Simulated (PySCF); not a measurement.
Compound: C2H7Ga.
Geometry (PBE0-D3(BJ)/def2-SVP, Å), atoms numbered from 1 in this order:
```
atom  x, y, z in Å
C1     1.650    0.285   -0.177
Ga2    0.045   -0.743    0.327
C3    -1.667    0.175    0.659
H4     2.580   -0.200    0.154
H5     1.621    1.314    0.212
H6     1.695    0.355   -1.279
H7     0.134   -2.314    0.466
H8    -2.536   -0.483    0.516
H9    -1.783    1.066    0.023
H10   -1.688    0.523    1.707
```

The calculation used PBE0-D3(BJ)/def2-SVP geometry optimisation, gas phase in PySCF.

**Question.** Which atoms are bound to Ga2, and at what distances?

**Answer.** 3 atoms: H7 1.580 Å, C3 1.971 Å, C1 1.971 Å. The nearest atom not counted as bound is H6, at 2.55 Å (others tie with it).

**Question.** List the angles at Ga2.

**Answer.** 
```csv
angle,degrees,distance of the outer atoms (Å)
C1–Ga2–C3,120.5,3.42
C3–Ga2–H7,119.8,3.08
C1–Ga2–H7,119.7,3.08
```

**Question.** What is the shape at Ga2?

**Answer.** Planar: angles 120.5°, 119.8° and 119.7°, sum 360.0°, 0.00 Å off the plane of its three neighbours.

**Question.** What are the other bond lengths?

**Answer.** C1–H4 and 5 like bonds 1.102 Å.

**Question.** What are the rotational constants (commonest isotopes, rigid rotor)?

**Answer.** A = 16284, B = 5067, C = 4060 MHz: an asymmetric top.

Point group: near C2, missed by 0.09 Å at most; the miss may be what the optimiser left on a soft mode. Charge 0, singlet. Whether it is a minimum is left open (no frequencies).
